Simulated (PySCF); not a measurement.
Si(H)(Me)2(OH) (C2H8OSi), SMILES [SiH](C)(C)O. Atoms are numbered in the order given.

```xyz
12

Si     0.3630     0.0757     0.0000
C     -0.2041    -0.8491     1.5447
C     -0.2041    -0.8491    -1.5447
O     -0.1771     1.6789     0.0000
H      1.8593     0.2065     0.0000
H     -1.3084    -0.9613     1.5708
H      0.1077    -0.3165     2.4658
H      0.2346    -1.8685     1.5741
H      0.1077    -0.3165    -2.4658
H     -1.3084    -0.9613    -1.5708
H      0.2346    -1.8685    -1.5741
H     -1.1438     1.7842     0.0000
```

The structure is a stationary point at PBE-D3(BJ)/def2-SVP. The values are those of a single conformer.

Calculation: PySCF with PBE-D3(BJ)/def2-SVP.

Frequencies are harmonic and unscaled.

```tsv
mode	ν (cm⁻¹)	IR (km/mol)	moving atoms (share of kinetic energy)
1	140	30.5	H 92 %
2	158	39.6	H 95 %
3	164	0.1	H 95 %
4	198	0.5	C 42 %, H 40 %, Si 11 %
5	255	51.9	O 48 %, H 28 %, C 15 %, Si 9 %
6	258	8.4	H 37 %, Si 35 %, O 15 %, C 13 %
7	591	5.8	H 93 %
8	618	1.7	C 56 %, H 26 %, Si 9 %, O 9 %
9	664	1.5	H 54 %, C 35 %, Si 10 %
10	696	40.3	H 85 %, C 10 %
11	747	65.1	H 47 %, C 28 %, Si 25 %
12	775	56.4	H 45 %, O 37 %, C 13 %
13	834	60.6	H 59 %, C 18 %, Si 13 %, O 10 %
14	871	148.9	H 78 %, Si 11 %, C 10 %
15	871	120.4	H 82 %, O 11 %
16	910	155.5	H 46 %, Si 34 %, O 12 %, C 9 %
17	1214	37.5	H 77 %, C 23 %
18	1219	20.8	H 79 %, C 21 %
19	1377	0.7	H 96 %
20	1377	0.2	H 96 %
21	1385	2.7	H 96 %
22	1392	7.7	H 96 %
23	2177	140.6	H 97 %
24	2968	2.6	H 97 %
25	2969	3.5	H 97 %
26	3061	0.0	H 91 %, C 9 %
27	3063	13.9	H 91 %, C 9 %
28	3076	5.7	H 91 %, C 9 %
29	3076	3.3	H 91 %, C 9 %
30	3766	50.6	H 94 %
```
